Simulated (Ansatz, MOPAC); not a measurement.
System: AlO2H2, net charge 0, doublet state. SMILES: [OH][Al][OH]

Atoms: Al1, O2, H3, O4, H5. Bonds: Al1-O2, Al1-O4, O2-H3, O4-H5.

Bond lengths (Å) and angles (degrees) optimised at PM6 with MOPAC; HF/STO-3G with Ansatz (a quantum-chemistry and plane-wave program); HF/3-21G with Ansatz; PBE/6-31G* with Ansatz, each started from the B3LYP-D3(BJ)/def2-TZVP structure (Ansatz) of the last column. A row stands for all coordinates that are equal there. 6-31G* holds six Cartesian d functions. No wavenumbers were computed at HF/STO-3G, PBE/6-31G*, so these may be saddle points.

```
coordinate    PM6  HF/STO-3G  HF/3-21G  PBE/6-31G*  B3LYP-D3(BJ)/def2-TZVP
----------  -----  ---------  --------  ----------  ----------------------
Al1-O2      1.744      1.695     1.667       1.737                   1.704
O2-H3       0.984      0.988     0.949       0.977                   0.960
O2-Al1-O4   125.9      111.8     120.6       125.7                   125.3
Al1-O2-H3   113.7      110.1     154.1       119.1                   126.3
```

Mean signed difference of all 4 bond lengths from B3LYP-D3(BJ)/def2-TZVP: PM6 0.032 Å, HF/STO-3G 0.010 Å, HF/3-21G -0.023 Å, PBE/6-31G* 0.025 Å.
